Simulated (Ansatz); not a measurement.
Coupled-cluster diagnostics for [GeH3]- (GeH3⁻), Ansatz.

Geometry of the singlet (r2SCAN-D4/def2-TZVPD):

Cartesian coordinates in Å:
```
Ge 0.528 0.256 0.326
H 0.369 -1.306 -0.031
H 0.090 0.701 -1.159
H -0.987 0.349 0.865
```

Correlated methods freeze 9 core orbitals; core or outer-core shells of Ge are correlated, in sets that lack core-valence functions.

Q: Estimate the CCSD(T) correlation energy, the shares of MP2 and (T), T1 and the reference's ⟨S²⟩ for: charge -1, singlet, own geometry in def2-TZVPPD; charge 0, doublet, vertical in def2-TZVPPD; and the rough time on 4 threads of Arm Neoverse V1 on a shared host.

A: 
```json
{"state": "charge -1, singlet, own geometry", "basis": "def2-TZVPPD", "correlation (eV)": "-8.571", "MP2 share (%)": "90.8", "(T) share (%)": "3.4", "T1": "0.014", "⟨S²⟩ (pure)": "0.00 (0.00)", "wall time": "1.8 s"}
{"state": "charge 0, doublet, vertical", "basis": "def2-TZVPPD", "correlation (eV)": "-7.629", "MP2 share (%)": "90.4", "(T) share (%)": "3.1", "T1": "0.014", "⟨S²⟩ (pure)": "0.76 (0.75)", "wall time": "6 s"}
```
Customary marks for T1 are 0.02 (closed shells), 0.045 (open shells) and about 0.05 (3d metals). T1 stays under 0.02 throughout.
